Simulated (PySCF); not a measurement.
A structure optimised at B3LYP-D3(BJ)/def2-TZVP, used in a PySCF frequency run:

```xyz
4

B      0.0000     0.0000     1.8490
H      0.0000     1.0473     2.3983
H      0.0000    -1.0473     2.3983
I      0.0000     0.0000    -0.2649
```

Problem. Write its SMILES, formula and point group.

Solution. BI, BH₂I, C2v

Problem. What are its rotational constants (standard atomic weights)?

Solution. 228.53, 8.8808, 8.5486 GHz
